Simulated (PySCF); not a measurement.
# Radial density of Sc⁻ (scandium, charge -1)

UHF, [Ar] 3d2 4s2, high-spin 3F determinant. Calculation: PySCF 2.14, in aug-cc-pVDZ (7s6p4d2f, 59 functions); the non-relativistic Hamiltonian (point nucleus).

```csv
r (bohr),4πr²ρ (e/bohr),4πr²(ρα − ρβ)
0.00131,0.1258,0.0000
0.00220,0.3427,0.0000
0.00370,0.9106,0.0001
0.00622,2.317,0.0003
0.0105,5.487,0.0007
0.0176,11.52,0.0014
0.0296,19.81,0.0021
0.0498,24.74,0.0012
0.0838,20.65,-0.0029
0.141,19.27,-0.0023
0.237,26.28,0.0315
0.399,15.00,0.1751
0.671,7.102,0.5464
1.13,8.311,0.8533
1.90,2.347,0.7370
3.19,0.6380,0.4469
5.37,0.3067,0.0977
9.03,0.1158,-0.0729
15.2,0.01507,-0.0144
```

⟨S²⟩ = 2.31 against 2.00 shows spin contamination. The configuration of this anion was assumed by filling the next shell in order. It is not the known or likely ground configuration (Ca⁻, Sr⁻ and Ba⁻, for instance, bind a p electron), so these values are not the electron affinity of the element. At UHF the highest occupied level has a positive energy, so only the finite basis holds that electron.

Task: Where is the radial spin density 4πr²(ρα − ρβ) most negative, and why is it negative at all?

Result: Around r = 9.03 bohr, down to -0.0729 e/bohr: exchange with the open shell polarises the paired shells in an unrestricted calculation.
